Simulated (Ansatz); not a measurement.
Ansatz (a quantum-chemistry and plane-wave program) input (B3LYP-D3(BJ)/def2-TZVP):

Ansatz 0.2 input:
```yaml
crystal:
  periodic: [false, false, false]
  atoms:
    - {symbol: Si, position_ang: [-1.11320010, 0.14165684, -0.03102383]}
    - {symbol: P, position_ang: [1.23226242, -0.09238191, -0.30203103]}
    - {symbol: H, position_ang: [-1.57260149, -0.90820181, -0.93387792]}
    - {symbol: H, position_ang: [-1.27262722, 1.52795001, -0.45685421]}
    - {symbol: H, position_ang: [-1.23277400, -0.12477071, 1.40313029]}
    - {symbol: H, position_ang: [1.88844515, -1.29054627, -0.05872018]}
    - {symbol: H, position_ang: [2.13674814, 0.76828285, 0.30334594]}
basis:
  gaussian:
    orbitals: def2-TZVP
hamiltonian:
  xc: b3lyp
  dispersion: d3bj
total_charge: 1
magnetization: {spin_polarized: true, initial_magnetization: 1}
relax: {f_tol: 0.002, max_steps: 150}
```

Output:

```
Functional definition: B3LYP
integrals: 0.03 GiB planned
763 factors; their error is unknown
mean field: 0.38 GiB planned
mean field evaluation 1: about -17239.4183 eV, gradient 1.3e1 eV
mean field evaluation 2: about -17240.1476 eV, gradient 8.2e0 eV
mean field evaluation 4: about -17240.4857 eV, gradient 2.8e-1 eV
mean field evaluation 8: about -17240.5164 eV, gradient 7.9e-3 eV
mean field -17240.51635225 eV, -633.5772899033 hartree, gradient 1.3e-5 eV, S^2 0.754241; 0 other end points of the search recorded, 0 dependent functions left out
the calculation of the forces begins
reference -17240.51660641 eV, -633.5772992436 hartree; 17, 16 occupied and 87, 88 virtual orbitals, 763 factors
relax step   1: F+E_penalty+E_count = -17240.74685235 eV  Δ(F+E_penalty+E_count) = +0.000e0 eV  max|allowed force component| = 5.749e-1 eV/Å  Δτ_max = 0.0000 Å  (27 SCF iters, accepted)
these checks for a lower state are left out or cut short: starts, cluster_reference, orbital_swaps, neighbouring_geometries, increment
integrals: 0.03 GiB planned
763 factors; their error is unknown
mean field: 0.38 GiB planned
mean field evaluation 16: about -17240.5125 eV, gradient 2.2e0 eV
mean field -17240.56520729 eV, -633.5790852930 hartree, gradient 2.6e-5 eV, S^2 0.754196; 0 other end points of the search recorded, 0 dependent functions left out
the calculation of the forces begins
reference -17240.56546127 eV, -633.5790946267 hartree; 17, 16 occupied and 87, 88 virtual orbitals, 763 factors
relax step   2: F+E_penalty+E_count = -17240.79659374 eV  Δ(F+E_penalty+E_count) = -4.974e-2 eV  max|allowed force component| = 3.076e-1 eV/Å  Δτ_max = 0.0890 Å  (28 SCF iters, accepted)
these checks for a lower state are left out or cut short: starts, cluster_reference, orbital_swaps, neighbouring_geometries, increment
integrals: 0.03 GiB planned
763 factors; their error is unknown
mean field: 0.38 GiB planned
mean field -17240.56838681 eV, -633.5792021382 hartree, gradient 1.7e-5 eV, S^2 0.754315; 0 other end points of the search recorded, 0 dependent functions left out
the calculation of the forces begins
reference -17240.56864018 eV, -633.5792114495 hartree; 17, 16 occupied and 87, 88 virtual orbitals, 763 factors
relax step   3: F+E_penalty+E_count = -17240.80071451 eV  Δ(F+E_penalty+E_count) = -4.121e-3 eV  max|allowed force component| = 3.982e-2 eV/Å  Δτ_max = 0.0280 Å  (28 SCF iters, accepted)
these checks for a lower state are left out or cut short: starts, cluster_reference, orbital_swaps, neighbouring_geometries, increment
integrals: 0.03 GiB planned
763 factors; their error is unknown
mean field: 0.38 GiB planned
mean field evaluation 32: about -17240.5688 eV, gradient 1.9e-4 eV
mean field -17240.56878075 eV, -633.5792166154 hartree, gradient 1.7e-5 eV, S^2 0.754296; 0 other end points of the search recorded, 0 dependent functions left out
the calculation of the forces begins
reference -17240.56903421 eV, -633.5792259299 hartree; 17, 16 occupied and 87, 88 virtual orbitals, 763 factors
relax step   4: F+E_penalty+E_count = -17240.80098476 eV  Δ(F+E_penalty+E_count) = -2.703e-4 eV  max|allowed force component| = 8.208e-3 eV/Å  Δτ_max = 0.0103 Å  (25 SCF iters, accepted)
these checks for a lower state are left out or cut short: starts, cluster_reference, orbital_swaps, neighbouring_geometries, increment
integrals: 0.03 GiB planned
763 factors; their error is unknown
mean field: 0.38 GiB planned
mean field -17240.56894133 eV, -633.5792225165 hartree, gradient 1.1e-5 eV, S^2 0.754326; 0 other end points of the search recorded, 0 dependent functions left out
the calculation of the forces begins
reference -17240.56919486 eV, -633.5792318336 hartree; 17, 16 occupied and 87, 88 virtual orbitals, 763 factors
relax step   5: F+E_penalty+E_count = -17240.80101251 eV  Δ(F+E_penalty+E_count) = -2.775e-5 eV  max|allowed force component| = 7.544e-3 eV/Å  Δτ_max = 0.0084 Å  (24 SCF iters, accepted)
these checks for a lower state are left out or cut short: starts, cluster_reference, orbital_swaps, neighbouring_geometries, increment
integrals: 0.03 GiB planned
763 factors; their error is unknown
mean field: 0.38 GiB planned
mean field -17240.56889065 eV, -633.5792206542 hartree, gradient 1.7e-5 eV, S^2 0.754314; 0 other end points of the search recorded, 0 dependent functions left out
the calculation of the forces begins
reference -17240.56914417 eV, -633.5792299706 hartree; 17, 16 occupied and 87, 88 virtual orbitals, 763 factors
relax step   6: F+E_penalty+E_count = -17240.80103127 eV  Δ(F+E_penalty+E_count) = -1.876e-5 eV  max|allowed force component| = 1.030e-3 eV/Å  Δτ_max = 0.0036 Å  (24 SCF iters, accepted)
integrals: 0.03 GiB planned
763 factors; their error is unknown
mean field: 0.38 GiB planned
mean field -17240.56889065 eV, -633.5792206542 hartree, gradient 1.7e-5 eV, S^2 0.754314; 1 other end points of the search recorded, 0 dependent functions left out
the calculation of the forces begins
reference -17240.56914417 eV, -633.5792299706 hartree; 17, 16 occupied and 87, 88 virtual orbitals, 763 factors
Total energy: -17240.80128478 eV, -633.5877609808 hartree
Atom 0 at    -1.059319     0.136644    -0.036162 Å, force     0.001030    -0.000352    -0.000436 eV/Å
Atom 1 at     1.240806    -0.094872    -0.284970 Å, force    -0.000001     0.000031     0.000704 eV/Å
Atom 2 at    -1.564204    -0.912050    -0.931709 Å, force    -0.000094     0.000859     0.000561 eV/Å
Atom 3 at    -1.267248     1.526605    -0.462087 Å, force    -0.000199    -0.000932    -0.000173 eV/Å
Atom 4 at    -1.213186    -0.122925     1.407489 Å, force     0.000026     0.000283    -0.000190 eV/Å
Atom 5 at     1.832368    -1.353557    -0.085877 Å, force    -0.000387     0.000040    -0.000601 eV/Å
Atom 6 at     2.097036     0.842144     0.317285 Å, force    -0.000376     0.000070     0.000136 eV/Å
Dipole moment:     0.268898    -0.040540     0.044005 e Å
```
